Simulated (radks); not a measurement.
The nuclear charge of neutral gold is varied continuously with 79 electrons held in [Xe] 4f14 5d10 6s1. Method: scalar-relativistic Kohn-Sham, r2SCAN, spin-polarised, spherical densities, finite nucleus; open shells are filled with parallel spins first (spin-orbit coupling, left out, can overturn this in heavy ions); meta-GGA in the generalised Kohn-Sham scheme; Fermi nuclear charge, rms radius 5.4371 fm; computed with a radial shooting solver on a logarithmic mesh with Libxc functionals. By the Hellmann-Feynman theorem dE/dZ = E(electron-nucleus)/Z, the electronic potential at the nucleus (averaged over a nucleus of fixed radius). The scalar-relativistic energy here is not variational (the density holds large components alone), so the two differ by a part that grows with Z.

| Z | E (hartree) | E(electron-nucleus)/Z (hartree) | HOMO | e(HOMO) (eV) | <r> HOMO (bohr) |
|---|---|---|---|---|---|
| 78.8 | -18889.2385 | -596.291 | 5d | -4.753 | 1.627 |
| 78.9 | -18949.4602 | -597.476 | 6s | -5.579 | 2.856 |
| 79 | -19009.8029 | -598.661 | 6s | -6.375 | 2.813 |
| 79.1 | -19070.2668 | -599.846 | 6s | -7.192 | 2.772 |
| 79.2 | -19130.8518 | -601.031 | 6s | -8.030 | 2.734 |
| 79.3 | -19191.5580 | -602.217 | 6s | -8.888 | 2.697 |
| 79.4 | -19252.3855 | -603.403 | 6s | -9.765 | 2.662 |
| 79.5 | -19313.3343 | -604.590 | 6s | -10.661 | 2.628 |
| 79.6 | -19374.4045 | -605.777 | 6s | -11.575 | 2.596 |
| 79.7 | -19435.5961 | -606.965 | 6s | -12.507 | 2.566 |
| 79.8 | -19496.9093 | -608.153 | 6s | -13.456 | 2.536 |
| 79.9 | -19558.3440 | -609.342 | 6s | -14.422 | 2.508 |
| 80 | -19619.9004 | -610.532 | 6s | -15.405 | 2.481 |

The central difference of E at Z = 79 is -604.033 hartree, to compare with the third column; the second derivative is -12.1 hartree.
